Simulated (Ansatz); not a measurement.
Species: CH$_{5}$O$_{2}$Si (charge 0, doublet). It need not be the lowest isomer of its formula. SMILES: [O][SiH2]OC
Coordinates optimised at B3LYP-D3(BJ)/def2-TZVP (Ansatz, a quantum-chemistry and plane-wave program):
```
O
C 1 1.4236
H 2 1.0889 1 107.86
H 2 1.0919 3 109.11 1 120.41
H 2 1.0940 3 108.86 4 118.85
Si 1 1.6290 2 125.49 3 -172.72
O 6 1.6493 1 117.36 2 -59.13
H 6 1.4750 1 105.46 2 177.78
H 6 1.4930 8 114.03 1 122.88
```
Charge 0, spin multiplicity 2.

Computed values are from Ansatz. Valence correlation only, unless marked. UHF or UKS for open shells. No spin-orbit coupling. No relativistic terms. Basis-set limits of correlation are two-point, X^-3; Hartree-Fock from the larger set.

```yaml
atomisation energy De: 763.9 kcal/mol at CCSD(T)/CBS(cc-pV(T+d)Z,cc-pV(Q+d)Z)
total_energy: -480.4538 Eh at CCSD(T)/CBS(cc-pV(T+d)Z,cc-pV(Q+d)Z)
dipole_moment: 1.70 D at CCSD(T)/aug-cc-pV(D+d)Z
T1 diagnostic: 0.018 at CCSD/cc-pV(Q+d)Z
```
